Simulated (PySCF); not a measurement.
## Atomic charges by several schemes

Compound: H7N2PSi.
Z-matrix (Å and degrees, PBE0-D3(BJ)/def2-SVP geometry), rows numbered from 1:
```
N 
Si  1  1.7266
N   2  1.7242  1  106.61
P   2  2.2769  1  120.59  3  -116.89
H   1  1.0143  2  119.75  3    57.29
H   1  1.0138  2  118.97  3  -160.01
H   2  1.5010  1  103.90  3   126.35
H   3  1.0134  2  120.00  1  -162.13
H   3  1.0143  2  119.69  1    52.87
H   4  1.4283  2   93.43  1   -56.30
H   4  1.4291  2   94.21  1    37.91
```

Density: PBE0/pcSseg-1 (PySCF); schemes: Mulliken, IAO, Hirshfeld and ESP-fitted. One conformer (not necessarily the lowest) at the PBE0-D3(BJ)/def2-SVP geometry, without solvent, vibrations or thermal averaging.

Question: Tabulate the Mulliken, IAO, Hirshfeld and ESP-fitted charges.

Answer: In e; atoms taken as equivalent share a row and are averaged (×n: the atom named and its like, n in all):

```
       atom                  environment  Mulliken     IAO  Hirshfeld  ESP-fitted
      N1/N3       silicon-bound nitrogen    -0.630  -0.837     -0.318      -0.901
        Si2                  SiH silicon    +0.767  +0.972     +0.356      +0.743
         P4  three-coordinate phosphorus    -0.284  -0.169     -0.058      -0.412
H5/H6/H8/H9                 N–H hydrogen    +0.200  +0.264     +0.117      +0.349
         H7                Si–H hydrogen    -0.120  -0.172     -0.101      -0.135
    H10/H11                 P–H hydrogen    +0.047  -0.005     -0.014      +0.105
```

Mean size of the charges over all atoms: ESP-fitted 0.427 e, IAO 0.368 e, Mulliken 0.302 e, Hirshfeld 0.150 e. Each set sums to the total charge, 0, to within 0.001 e. The ESP scheme fits charges at the nuclei, held to the total charge, to the electrostatic potential on points at 1.4 to 2.0 times the van der Waals radii. The IAO scheme projects the occupied orbitals on a minimal set of polarised atomic orbitals and counts the electrons in each atom's part of it.

Some averages cover members that differ in this geometry: N1/N3, ESP-fitted -0.932 to -0.869 e.

Lowest charge. All schemes agree: Mulliken N1/N3 (-0.630); IAO N1/N3 (-0.837); Hirshfeld N1/N3 (-0.318); ESP-fitted N1/N3 (-0.901).

Highest charge. All schemes agree: Mulliken Si2 (+0.767); IAO Si2 (+0.972); Hirshfeld Si2 (+0.356); ESP-fitted Si2 (+0.743).

Question: How closely do the schemes follow one another over all atoms?

Answer: Correlation coefficient and root-mean-square difference: IAO with Hirshfeld 1.00, 0.305 e; Mulliken with IAO 0.99, 0.123 e; Mulliken with Hirshfeld 0.98, 0.202 e; Mulliken with ESP-fitted 0.98, 0.154 e; IAO with ESP-fitted 0.97, 0.127 e; Hirshfeld with ESP-fitted 0.97, 0.330 e.

Question: How many electrons does the Hirshfeld scheme count on P4?

Answer: Z − q = 15 − (-0.058) = 15.058.

Question: Sum the charges by element, for elements with more than one atom.

Answer: 
| element | atoms | Mulliken | IAO | Hirshfeld | ESP-fitted |
| --- | --- | --- | --- | --- | --- |
| N | 2 | -1.259 | -1.674 | -0.637 | -1.801 |
| H | 7 | +0.776 | +0.872 | +0.338 | +1.471 |
